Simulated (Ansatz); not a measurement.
Consider the redistribution: `[NH2][Sn]([Cl])([Cl])[Cl]` + `NBS` → `[NH2][Sn]([NH2])([Cl])[Cl]` + `SBCl`.

Calculated with Ansatz (gas phase, PBE0-D4/def2-TZVP geometries, no zero-point term in ΔE). CCSD(T)/CBS is the MP2 limit (def2-TZVPP, def2-QZVPP) plus CCSD(T) − MP2 in def2-TZVPP, frozen cores. This one scheme is used for every species. DFT in def2-TZVPP. B3LYP here is the variant with VWN-RPA as its local correlation; programs differ in this. def2 core potentials past Kr. For Sn outer-core shells are correlated without core-valence functions, which leaves a few kJ/mol of doubt a bond. Each species was taken in one conformer, which may not be the lowest.

```tsv
level	ΔE (kJ/mol)	difference from CCSD(T)/CBS
PBE-D4	102.7	0.1
r2SCANh-D4	107.2	4.6
ωB97M-V	107.2	4.6
revPBE	101.1	-1.5
PBE0	107.5	4.9
B3LYP	109.4	6.8
SCS-MP2/def2-QZVPP	101.9	-0.7
HF/CBS(def2)	119.4	16.8
MP2/CBS(def2)	102.0	-0.6
CCSD/CBS(def2)	105.5	2.9
CCSD(T)/CBS	102.6	0
```

Largest T1 diagnostic among the species: 0.013.

From r2SCAN to r2SCAN0 (25 % exact exchange), in def2-TZVPP and without D4, ΔE moves by +3.3 kJ/mol. At CCSD(T), def2-SVP lies +4.2 kJ/mol from the extrapolated value and def2-TZVPP −4.5 kJ/mol. Leaving LDA and LC-ωPBE aside and taking each functional with its dispersion term where it has one, the values, not all of them listed here, spread over 14.0 kJ/mol, from revPBE-D4 to BHLYP-D4. LDA lies +3.7 kJ/mol from PBE without D4.
